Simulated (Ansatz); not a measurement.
## Ligand exchange: CBrCl3 + BF3 → CCl3F + BBrF2

Species: CBrCl3 `ClC(Cl)(Cl)Br`, singlet; BF3 (boron trifluoride) `FB(F)F`, singlet; CCl3F (trichlorofluoromethane) `FC(Cl)(Cl)Cl`, singlet; BBrF2 `FB(F)Br`, singlet. The partners trade Br for F: C–Br and B–F bonds give way to C–F and B–Br.

Shapes, held fixed at every level: PBE0-D4/def2-TZVP. Programs: Ansatz 0.2.0. The zero-point and thermal change to 298 K, harmonic and unscaled (PBE0-D4/def2-TZVP), is -0.3 kJ/mol.

Estimate ΔH(298 K) of this reaction.

The highest level, CCSD(T)/def2-TZVPP, gives ΔH(298 K) = +64.2 kJ/mol; the levels span +46.9 to +64.2. The column of differences is taken from that level and isn't an error. No measured value is set beside it here. Relativity is left out for Br. Outer-core shells of Br are correlated in most correlated rows, in sets that cover them unevenly.

| level | kind | ΔH(298 K) (kJ/mol) | less CCSD(T)/def2-TZVPP |
| --- | --- | --- | --- |
| HF/def2-TZVPP | Hartree–Fock | +53.5 | -10.7 |
| SPW92/def2-TZVPP | LDA | +46.9 | -17.3 |
| B3LYP-D4/def2-TZVPP | global hybrid | +59.4 | -4.8 |
| BHLYP-D4/def2-TZVPP | global hybrid | +61.5 | -2.7 |
| PBE0-D4/def2-TZVPP | global hybrid | +52.5 | -11.7 |
| B2PLYP/def2-TZVPP | double hybrid | +61.0 | -3.2 |
| CCSD/def2-TZVPP | coupled cluster or CI | +63.4 | -0.8 |
| CCSD(T)/def2-TZVPP | coupled cluster or CI | +64.2 | 0.0 |
